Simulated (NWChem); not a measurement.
System: CH4N2OZn; SMILES [OH][Zn]1[NH]C=[NH]->1

```xyz
9

Zn     0.0013    -0.4836     0.0000
O     -0.0680    -2.2884     0.0000
H      0.8371    -2.6512     0.0000
C     -0.0218     1.9502     0.0000
N     -1.1257     1.2113     0.0000
N      1.1087     1.2536     0.0000
H     -0.0439     3.0633     0.0000
H     -2.0308     1.6825     0.0000
H      1.9919     1.7656     0.0000
```
Atoms are numbered in this order, from 1.

All runs: NWChem. Pople sets run with spherical d functions. Coordinates come from a PBE-D3(BJ)/def2-SVP optimisation. No frequency run checked for a minimum. Ions are spin-unrestricted doublets at the neutral geometry; other ion states weren't tried.

### Question
Among these, which level gives the highest value of “−ε(HOMO) (eV)”?
A) PBE/6-31G*
B) Hartree-Fock/6-31G*
C) B3LYP/6-31G*
D) BHandHLYP/6-31G*

### Answer
B, Hartree-Fock/6-31G*. Values: PBE/6-31G* 5.13; B3LYP/6-31G* 6.17; BHandHLYP/6-31G* 7.61; Hartree-Fock/6-31G* 9.52
